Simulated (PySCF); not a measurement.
Compound: TiF4 (singlet state).
Bonds: F1–Ti2, Ti2–F3, Ti2–F4, Ti2–F5.

Computed by this run: PySCF 2.14.0, PBE0-D3(BJ)/def2-SVP geometry optimisation, gas phase; density fitting, grid level 1; the optimiser is geomeTRIC in internal coordinates, started from a GFN2-xTB structure with every atom displaced at random (about 0.03 Å).

Step 5: E = -33963.2323 eV
```
atom  x, y, z in Å  |  force x, y, z in eV/Å
F1      1.7027   -0.3953   -0.0596   -0.023  -0.006   0.025
Ti2     0.0178   -0.0219   -0.0182    0.020   0.009  -0.055
F3     -0.2073    1.6327   -0.4553   -0.010  -0.019   0.000
F4     -0.5970   -0.2861    1.5715   -0.005   0.002   0.027
F5     -0.8241   -1.0342   -1.1349    0.018   0.014   0.004
```

Step 6: E = -33963.2336 eV
```
atom  x, y, z in Å  |  force x, y, z in eV/Å
F1      1.7043   -0.3909   -0.0620   -0.056  -0.008   0.029
Ti2     0.0175   -0.0217   -0.0186    0.060   0.020  -0.144
F3     -0.2017    1.6357   -0.4526   -0.026  -0.056   0.006
F4     -0.6011   -0.2881    1.5666   -0.018  -0.006   0.092
F5     -0.8270   -1.0398   -1.1299    0.040   0.051   0.017
```

Problem. Estimate the geometry and energy of step 7. (The exact step hangs on the optimiser's Hessian estimate; all steps are aligned on step 6, rigid shifts and turns removed.)

Solution. E = -33963.2342 eV, largest force 0.135 eV/Å
```
atom  x, y, z in Å  |  force x, y, z in eV/Å
F1      1.7042   -0.3919   -0.0609   -0.049  -0.005   0.018
Ti2     0.0177   -0.0214   -0.0194    0.055   0.016  -0.122
F3     -0.2029    1.6359   -0.4526   -0.024  -0.052   0.005
F4     -0.6000   -0.2879    1.5665   -0.017  -0.007   0.085
F5     -0.8269   -1.0395   -1.1302    0.035   0.049   0.014
```

The energy changes by -0.0006 eV. The first-order estimate −F·Δx gives -0.0002 eV and the mean of the old and new forces, exact on a quadratic surface, -0.0002 eV. The step makes an angle of 70° with the force vector and moves no atom by more than 0.002 Å.

What follows is the cost of the whole optimisation. Hardware: one thread of an Arm Neoverse V1 (shared host). Cost: 27 s of wall time, 0.35 GiB resident at most.
